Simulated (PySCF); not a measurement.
**Germanium: a sound run and one with changed settings**

Sound run: Ge [Ar] 3d10 4s2 4p2, Ge+ [Ar] 3d10 4s2 4p1. All numbers are calculated (PySCF 2.14, the spin-free X2C one-electron Hamiltonian (Gaussian nucleus), in aug-cc-pVDZ-DK (6s5p3d, 36 functions)). In the sound run the correlated levels freeze [Ar] 3d10. The sound run starts from symmetry-adapted Hartree-Fock orbitals and uses a fine grid where one is needed.

Changed run: initial guess 1e, at most 50 SCF cycles, level shift 0.1 hartree.

```json
{"species": "Ge", "method": "UHF", "sound run (hartree)": "-2096.95964", "changed run (hartree)": "-2096.95964", "converged": "yes"}
{"species": "Ge", "method": "PBE", "sound run (hartree)": "-2098.34031", "changed run (hartree)": "-2098.34031", "converged": "yes"}
{"species": "Ge", "method": "M06-2X", "sound run (hartree)": "-2098.70736", "changed run (hartree)": "-2098.70736", "converged": "yes"}
{"species": "Ge", "method": "MP2", "sound run (hartree)": "-2097.00059", "changed run (hartree)": "-2096.99575", "converged": "yes"}
{"species": "Ge", "method": "CCSD(T)", "sound run (hartree)": "-2097.01755", "changed run (hartree)": "-2097.01755", "converged": "yes"}
{"species": "Ge+", "method": "UHF", "sound run (hartree)": "-2096.68721", "changed run (hartree)": "-2096.68721", "converged": "yes"}
{"species": "Ge+", "method": "PBE", "sound run (hartree)": "-2098.04987", "changed run (hartree)": "-2098.04987", "converged": "yes"}
{"species": "Ge+", "method": "M06-2X", "sound run (hartree)": "-2098.42247", "changed run (hartree)": "-2098.42247", "converged": "yes"}
{"species": "Ge+", "method": "MP2", "sound run (hartree)": "-2096.71839", "changed run (hartree)": "-2096.71481", "converged": "yes"}
{"species": "Ge+", "method": "CCSD(T)", "sound run (hartree)": "-2096.73388", "changed run (hartree)": "-2096.73388", "converged": "yes"}
```

Ionisation energy of Ge:

| method | sound run (eV) | changed run (eV) |
| --- | --- | --- |
| UHF | 7.413 | 7.413 |
| PBE | 7.903 | 7.903 |
| M06-2X | 7.752 | 7.752 |
| MP2 | 7.679 | 7.645 |
| SCS-MP2 | 7.609 | 7.583 |
| CCSD | 7.707 | 7.707 |
| CCSD(T) | 7.719 | 7.719 |

A level shift leaves the converged SCF energy unchanged but raises the virtual orbital energies, which shrinks MP2 if it is not removed.

For comparison, NIST gives 7.899 eV between the lowest levels.
